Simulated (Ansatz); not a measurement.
`[F][Cd][Cl]` + HBr → `[Cl][Cd][Br]` + H–F at 600 K and 1 bar (ligand exchange at a Cd–F bond).

Gas-phase electronic energies from Ansatz, PBE0-D4/def2-TZVP geometries. CCSD(T)/CBS is the MP2 limit (def2-TZVPP, def2-QZVPP) plus CCSD(T) − MP2 in def2-TZVPP, frozen cores. This one scheme is used for every species. def2 core potentials past Kr. For Br, Cd outer-core shells are correlated without core-valence functions, which leaves a few kJ/mol of doubt a bond. Scalar relativity is left out up to krypton.

```tsv
species	CCSD(T)/CBS energy (Eh)	H − E (kJ/mol)	S (J/(mol·K))
`[F][Cd][Cl]`	-727.34376	38.6	321.6
HBr	-2573.91920	33.5	219.1
`[Cl][Cd][Br]`	-3200.91128	37.9	346.0
H–F	-100.39570	42.3	194.0
```

H − E and S are ideal-gas, rigid-rotor, harmonic terms from PBE0-D4/def2-TZVP. 1 Eh = 2625.50 kJ/mol, R = 8.31446 J/(mol·K).

Q: By hand: ΔE, ΔH, ΔS and ΔG.

A: ΔE = (-3200.91128) + (-100.39570) − (-727.34376) − (-2573.91920) = -0.04402 Eh = -115.6 kJ/mol. Δ(H − E) = 37.9 + 42.3 − 38.6 − 33.5 = 8.1, so ΔH = -107.5 kJ/mol. ΔS = 346.0 + 194.0 − 321.6 − 219.1 = -0.7 J/(mol·K). ΔG = -107.5 − 600 × (-0.7)/1000 = -107.1 kJ/mol.

Q: By hand: the equilibrium constant, and the temperature at which ΔG would vanish if ΔH and ΔS stayed fixed.

A: log₁₀ K = −ΔG/(RT ln 10) = 9.3. ΔG = 0 at ΔH/ΔS = 153571 K, far beyond where these terms or the molecules hold.

The number of gas molecules stays the same, so ΔS is small and ΔH decides. A doubt of 5 kJ/mol in ΔE shifts log₁₀ K by 0.4 here. These are equilibria of isolated gas molecules and say nothing of rates. Largest T1 diagnostic: 0.015 (customary marks: 0.02 for closed shells, 0.045 for open ones).
